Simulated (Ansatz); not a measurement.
Consider the formal loss of a carbene: `C[CH2][Al]([CH3])[SH]` → `[CH2]` (triplet) + `C[CH2][AlH][SH]`.

Calculated with Ansatz (gas phase, PBE0-D4/def2-TZVP geometries, no zero-point term in ΔE). CBS: MP2 limit from def2 TZ/QZ plus the TZ coupled-cluster correction, frozen cores. This one scheme is used for every species. DFT in def2-TZVPP. Triplets are unrestricted, without spin–orbit coupling. One conformer a species, not always the lowest.

```json
{"level": "LDA (SPW92)", "ΔE (kcal/mol)": "131.8"}
{"level": "r2SCANh-D4", "ΔE (kcal/mol)": "109.8"}
{"level": "BLYP", "ΔE (kcal/mol)": "110.2"}
{"level": "HF/def2-QZVPP", "ΔE (kcal/mol)": "78.0"}
```

**Question.** What does CCSD(T)/CBS give? (Best estimate.)

**Answer.** The calculation gave: +115.0 kcal/mol. The listed levels differ from it by 16.8, -5.2, -4.8, -37.0 kcal/mol.

**Question.** What do rigid-rotor, harmonic-oscillator terms from PBE0-D4/def2-TZVP frequencies (298.15 K, 1 bar) make of the CCSD(T)/CBS value? (Best estimate.)

**Answer.** Computed: ΔZPE = -7.2 kcal/mol, ΔH = +108.9 kcal/mol, ΔS = 143 J/(mol·K), ΔG = +98.7 kcal/mol. Open shells count their whole term as degenerate. Modes under 50 cm⁻¹ make the entropy rough.

Largest T1 diagnostic among the species: 0.011.

At CCSD(T), def2-SVP lies −7.1 kcal/mol from the extrapolated value and def2-TZVPP −3.0 kcal/mol. From PBE to PBE0 (25 % exact exchange), in def2-TZVPP and without D4, ΔE moves by −2.0 kcal/mol. Leaving LDA and LC-ωPBE aside and taking each functional with its dispersion term where it has one, the values, not all of them listed here, spread over 7.7 kcal/mol, from r2SCAN0-D4 to ωB97X-V. LDA lies +16.6 kcal/mol from PBE without D4.

CCSD(T)/CBS has its own doubt, a few kJ/mol and more with outer-core shells, so smaller differences from it don't rank the levels.
